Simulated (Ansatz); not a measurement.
Correlation energies of C2H3BO by basis set

```csv
atom,x (Å),y (Å),z (Å)
B1,0.686,1.241,-0.217
C2,0.297,0.075,0.431
C3,-0.654,-0.873,-0.146
O4,-1.195,-0.755,-1.221
H5,1.027,2.231,-0.748
H6,0.706,-0.163,1.411
H7,-0.867,-1.756,0.490
```

Charge 0, multiplicity 1. The bonds changed during the relaxation, so this is another structure than the one it started from. The structure was optimised at the PBE0-D4/def2-TZVP level. Frozen core, restricted reference, Ansatz 0.2.0. CBS rows extrapolate triple and quadruple zeta; past MP2 they add the triple-zeta difference.

| basis | HF (Eh) | MP2 corr. |
| --- | --- | --- |
| def2-SVP | -176.81788 | -0.50868 |
| def2-TZVPP | -177.02493 | -0.62835 |
| def2-QZVPP | -177.03288 | -0.67294 |

Problem. Estimate the CCSD correlation energy and the (T) correction in each basis where they were run (hartree).

Solution. 
| basis | CCSD corr. | (T) |
| --- | --- | --- |
| def2-SVP | -0.53860 | -0.01962 |
| def2-TZVPP | -0.64995 | -0.03023 |
| CBS(def2) | -0.72758 | as TZ |
